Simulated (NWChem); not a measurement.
System: AlH$_{3}$S; SMILES [AlH2][SH]

Here is an NWChem input.

```
start job
memory heap 200 mb stack 900 mb global 1100 mb
geometry units angstroms noautosym nocenter noautoz
  Al     0.138606    -1.155219     0.054463
  H      1.349849    -2.007715    -0.502614
  H     -1.299145    -1.734423     0.385028
  S      0.524938     0.972401     0.375561
  H     -0.720223     1.247508     0.823760
end
basis spherical
  * library 6-311g**
end
dft
  xc bhlyp
  iterations 150
end
tddft
  cis
  ecut -53.0
  nroots 6
  notriplet
end
task tddft energy
```

Parts of the log:

```
             Northwest Computational Chemistry Package (NWChem) 7.3.0
             --------------------------------------------------------

                             Geometry "geometry" -> ""
                             -------------------------

 Output coordinates in angstroms (scale by  1.889725989 to convert to a.u.)

  No.       Tag          Charge          X              Y              Z
 ---- ---------------- ---------- -------------- -------------- --------------
    1 Al                  13.0000     0.13860600    -1.15521900     0.05446300
    2 H                    1.0000     1.34984900    -2.00771500    -0.50261400
    3 H                    1.0000    -1.29914500    -1.73442300     0.38502800
    4 S                   16.0000     0.52493800     0.97240100     0.37556100
    5 H                    1.0000    -0.72022300     1.24750800     0.82376000

 Effective nuclear repulsion energy (a.u.)      73.6006025489

                                 NWChem DFT Module
                                 -----------------

 Summary of "ao basis" -> "ao basis" (spherical)
 ------------------------------------------------------------------------------
       Tag                 Description            Shells   Functions and Types
 ---------------- ------------------------------  ------  ---------------------
 Al                         6-311g**                12       26   6s5p1d
 H                          6-311g**                 4        6   3s1p
 S                          6-311g**                12       26   6s5p1d

            General Information
            -------------------
          SCF calculation type: DFT
          Wavefunction type:  closed shell.
          No. of atoms     :     5
          No. of electrons :    32
           Alpha electrons :    16
            Beta electrons :    16
          Charge           :     0
          Spin multiplicity:     1
          Use of symmetry is: off; symmetry adaption is: off
          Maximum number of iterations: 150
          AO basis - number of functions:    70
                     number of shells:    36
          Convergence on energy requested:  1.00D-06
          Convergence on density requested:  1.00D-05
          Convergence on gradient requested:  5.00D-04

              XC Information
              --------------
                        BHLYP Method XC Functional
                     Hartree-Fock (Exact) Exchange  0.500
                        Slater Exchange Functional  0.500 local
                    Becke 1988 Exchange Functional  0.500 non-local
              Lee-Yang-Parr Correlation Functional  1.000

             Grid Information
             ----------------
          Grid used for XC integration:  medium
          Radial quadrature: Mura-Knowles
          Angular quadrature: Lebedev.
          Tag              B.-S. Rad. Rad. Pts. Rad. Cut. Ang. Pts.
          ---              ---------- --------- --------- ---------
          Al                  1.25       88          10.0       590
          H                   0.35       45          11.0       434
          S                   1.00       88          11.0       590
          Grid pruning is: on
          Number of quadrature shells:   311
          Spatial weights used:  Erf1

      Superposition of Atomic Density Guess
      -------------------------------------

 Sum of atomic energies:        -640.85268895

      Non-variational initial energy
      ------------------------------

 Total energy =    -641.170705
 1-e energy   =   -1033.773609
 2-e energy   =     319.002301
 HOMO         =      -0.348770
 LUMO         =      -0.006831

   convergence    iter        energy       DeltaE   RMS-Dens  Diis-err
 ---------------- ----- ----------------- --------- --------- ---------
 d= 0,ls=0.0,diis     1   -642.4302578050 -7.16D+02  6.66D-03  4.37D-01
 d= 0,ls=0.0,diis     2   -642.4537860517 -2.35D-02  3.40D-03  4.01D-02
 d= 0,ls=0.0,diis     3   -642.4580631572 -4.28D-03  1.15D-03  1.31D-02
 d= 0,ls=0.0,diis     4   -642.4596717897 -1.61D-03  1.12D-04  1.32D-04
 d= 0,ls=0.0,diis     5   -642.4596865948 -1.48D-05  4.24D-05  3.85D-06
 d= 0,ls=0.0,diis     6   -642.4596874583 -8.63D-07  7.25D-06  1.61D-07

         Total DFT energy =     -642.459687458270
      One electron energy =    -1035.649051502280
           Coulomb energy =      365.073630232082
    Exchange-Corr. energy =      -45.484868737001
 Nuclear repulsion energy =       73.600602548929

 Numeric. integr. density =       31.999999439823

                       DFT Final Molecular Orbital Analysis
                       ------------------------------------

 Vector   14  Occ=2.000000D+00  E=-3.729943D-01
              MO Center=  5.6D-01, -1.4D+00, -1.3D-01, r^2= 3.0D+00
   Bfn.  Coefficient  Atom+Function         Bfn.  Coefficient  Atom+Function
  ----- ------------  ---------------      ----- ------------  ---------------
    28      0.277283  2 H  s                 29      0.211671  2 H  s
    55      0.194809  4 S  py                16      0.167009  1 Al px
    27      0.159594  2 H  s                 34     -0.158888  3 H  s
    13      0.150533  1 Al px                35     -0.113913  3 H  s
    17     -0.098423  1 Al py                14     -0.097140  1 Al py

 Vector   15  Occ=2.000000D+00  E=-3.596109D-01
              MO Center=  4.0D-02,  8.7D-02,  3.4D-01, r^2= 3.7D+00
   Bfn.  Coefficient  Atom+Function         Bfn.  Coefficient  Atom+Function
  ----- ------------  ---------------      ----- ------------  ---------------
    55      0.389781  4 S  py                54      0.214306  4 S  px
    34      0.203453  3 H  s                 35      0.186817  3 H  s
    52      0.186203  4 S  py                44      0.162313  4 S  s
    58      0.152312  4 S  py                17     -0.134886  1 Al py
    14     -0.132920  1 Al py                49     -0.132731  4 S  py

 Vector   16  Occ=2.000000D+00  E=-3.256315D-01
              MO Center=  4.8D-01,  8.3D-01,  3.6D-01, r^2= 1.8D+00
   Bfn.  Coefficient  Atom+Function         Bfn.  Coefficient  Atom+Function
  ----- ------------  ---------------      ----- ------------  ---------------
    56      0.531317  4 S  pz                59      0.281165  4 S  pz
    53      0.238016  4 S  pz                50     -0.171432  4 S  pz
    54      0.166861  4 S  px                55     -0.110471  4 S  py
    18      0.106971  1 Al pz                47     -0.089103  4 S  pz
    57      0.088295  4 S  px                51      0.074753  4 S  px

[...]

                                NWChem TDDFT Module
                                -------------------

            General Information
            -------------------
           No. of orbitals :     140
            Alpha orbitals :      70
             Beta orbitals :      70
        Alpha frozen cores :       0
         Beta frozen cores :       0
     Alpha frozen virtuals :       0
      Beta frozen virtuals :       0
         Spin multiplicity :       1
    Number of AO functions :      70
        Use of symmetry is : off
      Symmetry adaption is : off
         Schwarz screening :  0.10D-07

              XC Information
              --------------
                 BHLYP Method XC Functional
              Hartree-Fock (Exact) Exchange   0.50
                 Slater Exchange Functional   0.50 local
             Becke 1988 Exchange Functional   0.50 non-local
       Lee-Yang-Parr Correlation Functional   1.00

             TDDFT Information
             -----------------
          Calculation type : Tamm-Dancoff TDDFT
         Wavefunction type : Restricted singlets
          No. of electrons :      32
           Alpha electrons :      16
            Beta electrons :      16
              No. of roots :       6
          Max subspacesize :    5200
            Max iterations :     100
               Target root :       1
           Target symmetry : none
             Energy Cutoff :-0.53D+02
      Symmetry restriction : off
                 Algorithm : Optimal
        Davidson threshold :  0.10D-03

    6 smallest eigenvalue differences (eV)
--------------------------------------------------------
  No. Spin  Occ  Vir  Irrep   E(Occ)    E(Vir)   E(Diff)
--------------------------------------------------------
    1    1    2   17 a       -56.984    -0.029  1549.824
    2    1    2   18 a       -56.984     0.027  1551.338
    3    1    2   19 a       -56.984     0.048  1551.922
    4    1    2   20 a       -56.984     0.075  1552.665
    5    1    2   21 a       -56.984     0.078  1552.748
    6    1    2   22 a       -56.984     0.121  1553.906
--------------------------------------------------------

  Entering Davidson iterations
  Restricted singlet excited states

  Iter   NTrls   NConv    DeltaV     DeltaE      Time
  ----  ------  ------  ---------  ---------  ---------
    1      6       0     0.12E+00   0.10+100        2.3
    2     12       0     0.36E-01   0.20E-01        2.5
    3     18       0     0.63E-01   0.79E-02        2.6
    4     24       1     0.15E-01   0.22E-02        2.6
    5     29       2     0.19E-02   0.39E-04        2.5
    6     33       6     0.96E-04   0.15E-06        2.3
  ----  ------  ------  ---------  ---------  ---------
  Convergence criterion met

  Ground state a        -642.459687458270 a.u.

  ----------------------------------------------------------------------------
  Root   1 singlet a             56.760019031 a.u.             1544.5194 eV
  ----------------------------------------------------------------------------
     Transition Moments    X  0.00444   Y -0.00294   Z  0.01415
     Dipole Oscillator Strength                    0.0086485440
     Electric Quadrupole                           0.0011129396
     Magnetic Dipole                               0.0016521499
     Total Oscillator Strength                     0.0114136334

     Occ.    2  a   ---  Virt.   17  a        0.93871
     Occ.    2  a   ---  Virt.   22  a       -0.31049
     Occ.    2  a   ---  Virt.   28  a        0.06195
     Occ.    2  a   ---  Virt.   37  a        0.13378
  ----------------------------------------------------------------------------
  Root   2 singlet a             56.855461177 a.u.             1547.1165 eV
  ----------------------------------------------------------------------------
     Transition Moments    X -0.00026   Y  0.00315   Z  0.00074
     Dipole Oscillator Strength                    0.0004002843
     Electric Quadrupole                           0.0000686796
     Magnetic Dipole                               0.0000061405
     Total Oscillator Strength                     0.0004751043

     Occ.    2  a   ---  Virt.   18  a        0.59761
     Occ.    2  a   ---  Virt.   19  a        0.73215
     Occ.    2  a   ---  Virt.   20  a       -0.05779
     Occ.    2  a   ---  Virt.   21  a        0.11307
     Occ.    2  a   ---  Virt.   26  a       -0.26430
     Occ.    2  a   ---  Virt.   29  a       -0.07827
     Occ.    2  a   ---  Virt.   30  a        0.05868
  ----------------------------------------------------------------------------
  Root   3 singlet a             56.890145316 a.u.             1548.0603 eV
  ----------------------------------------------------------------------------
     Transition Moments    X  0.00255   Y  0.00746   Z  0.00075
     Dipole Oscillator Strength                    0.0023790202
     Electric Quadrupole                           0.0003795226
     Magnetic Dipole                               0.0001033529
     Total Oscillator Strength                     0.0028618956

     Occ.    2  a   ---  Virt.   18  a        0.68831
     Occ.    2  a   ---  Virt.   19  a       -0.54258
     Occ.    2  a   ---  Virt.   20  a        0.17092
     Occ.    2  a   ---  Virt.   21  a       -0.18115
     Occ.    2  a   ---  Virt.   23  a        0.24286
     Occ.    2  a   ---  Virt.   24  a        0.22190
     Occ.    2  a   ---  Virt.   25  a       -0.15117
     Occ.    2  a   ---  Virt.   26  a       -0.14458
     Occ.    2  a   ---  Virt.   29  a        0.07270
     Occ.    2  a   ---  Virt.   41  a       -0.06858
  ----------------------------------------------------------------------------
  Root   4 singlet a             56.926395483 a.u.             1549.0467 eV
  ----------------------------------------------------------------------------
     Transition Moments    X -0.00692   Y  0.00484   Z  0.00318
     Dipole Oscillator Strength                    0.0030883974
     Electric Quadrupole                           0.0004332399
     Magnetic Dipole                               0.0004232461
     Total Oscillator Strength                     0.0039448833

     Occ.    2  a   ---  Virt.   18  a       -0.15596
     Occ.    2  a   ---  Virt.   19  a        0.26378
     Occ.    2  a   ---  Virt.   20  a        0.32056
     Occ.    2  a   ---  Virt.   21  a       -0.66252
     Occ.    2  a   ---  Virt.   23  a        0.51368
     Occ.    2  a   ---  Virt.   24  a       -0.25865
     Occ.    2  a   ---  Virt.   26  a       -0.08409
     Occ.    2  a   ---  Virt.   27  a        0.05880
     Occ.    2  a   ---  Virt.   30  a       -0.07712
     Occ.    2  a   ---  Virt.   36  a       -0.07187
     Occ.    2  a   ---  Virt.   38  a        0.06553
     Occ.    2  a   ---  Virt.   39  a        0.05651
  ----------------------------------------------------------------------------
  Root   5 singlet a             56.966451858 a.u.             1550.1367 eV
  ----------------------------------------------------------------------------
     Transition Moments    X -0.00087   Y -0.00076   Z  0.00011
     Dipole Oscillator Strength                    0.0000511023
     Electric Quadrupole                           0.0000066788
     Magnetic Dipole                               0.0000059987
     Total Oscillator Strength                     0.0000637798

     Occ.    2  a   ---  Virt.   18  a        0.12327
     Occ.    2  a   ---  Virt.   19  a       -0.06377
     Occ.    2  a   ---  Virt.   20  a       -0.87076
     Occ.    2  a   ---  Virt.   21  a       -0.16877
     Occ.    2  a   ---  Virt.   23  a        0.27313
     Occ.    2  a   ---  Virt.   24  a       -0.28797
     Occ.    2  a   ---  Virt.   25  a       -0.10321
     Occ.    2  a   ---  Virt.   26  a        0.12970
     Occ.    2  a   ---  Virt.   30  a       -0.05077
     Occ.    2  a   ---  Virt.   31  a        0.06699
  ----------------------------------------------------------------------------
  Root   6 singlet a             56.974754917 a.u.             1550.3626 eV
  ----------------------------------------------------------------------------
     Transition Moments    X  0.00715   Y -0.00091   Z -0.00243
     Dipole Oscillator Strength                    0.0021986379
     Electric Quadrupole                           0.0002884132
     Magnetic Dipole                               0.0004689145
     Total Oscillator Strength                     0.0029559656

     Occ.    2  a   ---  Virt.   20  a       -0.22371
     Occ.    2  a   ---  Virt.   21  a       -0.65686
     Occ.    2  a   ---  Virt.   23  a       -0.53168
     Occ.    2  a   ---  Virt.   24  a        0.42711
     Occ.    2  a   ---  Virt.   25  a        0.15045
     Occ.    2  a   ---  Virt.   26  a       -0.11305
     Occ.    2  a   ---  Virt.   36  a        0.08007
     Occ.    2  a   ---  Virt.   38  a       -0.06973

              Target root =      1
          Target symmetry = none
      Ground state energy =   -642.459687458270
        Excitation energy =     56.760019031103
     Excited state energy =   -585.699668427166

  stored tddft:energy   -585.69966842716633
```

Level: BHandHLYP/6-311G** (spherical d), restricted-window TDA. The geometry was optimised at PBE0/def2-SVP. The quadrupole and magnetic terms of the printed total strengths depend on the origin.
